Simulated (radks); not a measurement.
Results of a calculation; reference values are marked as such.
Problem. Species: La II. Configuration: [Kr] 4d10 5s2 5p4 5d2 6s2 (not the ground configuration). Code: a radial shooting solver on a logarithmic mesh with Libxc functionals. Model: Dirac Kohn-Sham, PBE, spin-unpolarised, spherical densities, finite nucleus; open shells are shared between the two j in proportion to 2j + 1; Fermi nuclear charge, rms radius 4.855 fm.

Spin-orbit splittings of the eigenvalues, e(l+1/2) - e(l-1/2), with zeta = 2 splitting/(2l+1) and mean radii in bohr:

| shell | occ. | splitting (eV) | zeta (eV) | <r> j=l-1/2 | <r> j=l+1/2 |
|---|---|---|---|---|---|
| 2p | 6 | 413.1 | 275.4 | 0.08991 | 0.09601 |
| 3p | 6 | 80.53 | 53.68 | 0.2747 | 0.2867 |
| 3d | 10 | 17.23 | 6.891 | 0.2577 | 0.2615 |
| 4p | 6 | 17.15 | 11.43 | 0.6742 | 0.7010 |
| 4d | 10 | 2.985 | 1.194 | 0.7602 | 0.7697 |
| 5p | 4 | 2.737 | 1.824 | 1.694 | 1.766 |
| 5d | 2 | 0.2836 | 0.1134 | 2.452 | 2.487 |
| 6p | 0 | ? | ? | 4.443 | 4.612 |

Estimate the 6p splitting.

Solution. 0.3689 eV (zeta = 0.2459 eV).
